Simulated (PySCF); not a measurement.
Computed shifts of a molecule C3H4ClFSi, PBE/pcSseg-1 run with PySCF, GIAO, gas phase, atoms alike by connectivity averaged where their shifts nearly agree, in ppm (number of nuclei): ¹³C: 106.6 (1), 87.2 (1), 85.7 (1). ²⁹Si: -28.5 (1). ¹⁹F: -313.4 (1). ¹H: 5.78 (1), 5.24 (1), 5.15 (1), 3.07 (1). References: ¹³C against TMS (σ = 182.0 ppm); ²⁹Si against TMS (σ = 335.4 ppm); ³⁵Cl against HCl (σ = 936.5 ppm); ¹⁹F against CFCl3 (σ = 133.6 ppm); ¹H against TMS (σ = 31.49 ppm), references at their B3LYP-D3(BJ)/def2-TZVP geometries, non-relativistic (without spin–orbit terms, shifts of atoms bonded to Cl or Br come out too high). Coordinates come from a PBE-D3(BJ)/def2-SVP optimisation. The values are those of a single conformer.

Problem. Which molecule gave these data?
A) C#C[Si@H](Cl)CF
B) F[C@H]1[SiH2]C=C1Cl
C) C#CC[Si@@H](F)Cl
D) F[Si@@]1(Cl)C=CC1

Solution. A, C#C[Si@H](Cl)CF
